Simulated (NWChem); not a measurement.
Correlation energy of As (-1)

```xyz
1

As     0.0000     0.0000     0.0000
```
Charge -1, spin multiplicity 3.

The numbers come from NWChem runs, not from measurements.

Basis set: def2-TZVPD. Each correlation energy counts from its own Hartree-Fock reference.

The Hamiltonian is non-relativistic. The correlated methods keep 9 core orbitals frozen. The stability of the SCF solutions was not checked. Open-shell Hartree-Fock references start from PBE0 orbitals. No row is a measurement; the coupled-cluster row has its own basis-set and correlation limits.

Order these methods by the correlation energy they give, lowest first: CCSD on UHF, CCSD(T) on ROHF, CCSD on ROHF, CCSD(T) on UHF, SCS-UMP2, UMP2.

CCSD(T) on ROHF (-243.0 mHa), CCSD(T) on UHF (-238.2 mHa), CCSD on ROHF (-234.9 mHa), CCSD on UHF (-230.6 mHa), UMP2 (-221.4 mHa), SCS-UMP2 (-204.5 mHa)
